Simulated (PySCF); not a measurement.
CH4N, SMILES C[NH], multiplicity 2.

Geometry optimised at PBE0-D3(BJ)/def2-TZVP. The isomer is the one that the SMILES or the coordinates give; other isomers of the formula were not compared.

These are TDA-B3LYP/def2-TZVPD (PySCF 2.14.0) values and carry that method's errors.

Vertical excitations. Isolated molecule, no solvent.

```csv
state,energy (eV),λ (nm),f,main pairs
root 1,2.30,540,0.001,β HOMO→LUMO 98 %
root 2,6.18,201,0.001,"α HOMO→LUMO 10 %, β HOMO−1→LUMO 84 %"
root 3,6.40,194,0.000,"α HOMO→LUMO 85 %, β HOMO−1→LUMO 10 %"
root 4,6.47,192,0.002,β HOMO→LUMO+1 89 %
root 5,6.99,177,0.003,"α HOMO−1→LUMO 88 %, β HOMO→LUMO+1 6 %"
root 6,7.28,170,0.017,α HOMO→LUMO+1 95 %
root 7,7.36,168,0.012,β HOMO→LUMO+2 83 %
root 8,7.51,165,0.052,"α HOMO−1→LUMO+1 8 %, β HOMO−2→LUMO 83 %"
root 9,7.90,157,0.070,"α HOMO−1→LUMO+1 83 %, β HOMO→LUMO+2 6 %, β HOMO−2→LUMO 5 %"
root 10,8.01,155,0.004,β HOMO−3→LUMO 90 %
```
Unrestricted roots are not spin-pure.
